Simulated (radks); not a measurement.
The nuclear charge of neutral manganese is varied continuously with 25 electrons held in [Ar] 3d5 4s2. Calculated with a radial shooting solver on a logarithmic mesh with Libxc functionals: scalar-relativistic Kohn-Sham, PBE, spin-polarised, spherical densities, point nucleus; open shells are filled with parallel spins first. By the Hellmann-Feynman theorem dE/dZ = E(electron-nucleus)/Z, the electronic potential at the nucleus. The scalar-relativistic energy here is not variational (the density holds large components alone), so the two differ by a part that grows with Z.

Z     E (hartree)  E(electron-nucleus)/Z (hartree)  HOMO  e(HOMO) (eV)  <r> HOMO (bohr)
24.8  -1136.47227                         -109.459    4s        -3.029            3.481
25    -1158.49882                         -110.639    4s        -4.464            3.284
25.2  -1180.76168                         -111.817    4s        -6.021            3.120
25.4  -1203.26035                         -112.993    4s        -7.693            2.979
25.6  -1225.99446                         -114.166    4s        -9.472            2.857
25.8  -1248.96368                         -115.339    4s       -11.355            2.748
26    -1272.16776                         -116.510    4s       -13.337            2.650

The central difference of E at Z = 25 is -110.724 hartree, to compare with the third column; the second derivative is -5.91 hartree.
